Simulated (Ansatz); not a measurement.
`[AlH2][N]([SiH3])[SiH3]` and `CN([SiH3])[SiH3]` differ in one atom or group.

Ansatz, PBE0-D4/def2-TZVP geometries, multiplicity 1. 

```tsv
property	`[AlH2][N]([SiH3])[SiH3]`
size of the dipole moment (B3LYP/def2-TZVPP) / D	0.29
HOMO energy (PBE0/def2-TZVPP) / eV	-7.93
HOMO energy (PBE/def2-TZVPP) / eV	-6.70
HOMO–LUMO gap (PBE0/def2-TZVPP) / eV	6.72
LUMO energy (B3LYP/def2-TZVPP) / eV	-1.41
HOMO–LUMO gap (ωB97M-V/def2-TZVPP) / eV	10.55
```

Give the same properties after the change, and the shifts. (Best estimate.)

The calculation gave: 
```json
{"property": "size of the dipole moment (B3LYP/def2-TZVPP) / D", "`CN([SiH3])[SiH3]`": "0.87", "shift": "0.58"}
{"property": "HOMO energy (PBE0/def2-TZVPP) / eV", "`CN([SiH3])[SiH3]`": "-7.08", "shift": "0.85"}
{"property": "HOMO energy (PBE/def2-TZVPP) / eV", "`CN([SiH3])[SiH3]`": "-5.80", "shift": "0.90"}
{"property": "HOMO–LUMO gap (PBE0/def2-TZVPP) / eV", "`CN([SiH3])[SiH3]`": "7.18", "shift": "0.46"}
{"property": "LUMO energy (B3LYP/def2-TZVPP) / eV", "`CN([SiH3])[SiH3]`": "-0.09", "shift": "1.32"}
{"property": "HOMO–LUMO gap (ωB97M-V/def2-TZVPP) / eV", "`CN([SiH3])[SiH3]`": "11.12", "shift": "0.57"}
```

With PBE0 the HOMO rises by 0.85 eV and the LUMO rises by 1.30 eV, so the gap widens by about 0.45 eV. PBE moves the HOMO by 0.90 eV and ωB97M-V by 0.82 eV. Dipoles are sizes alone; their direction can turn.

B3LYP here is the variant with VWN-RPA as its local correlation; programs differ in this.
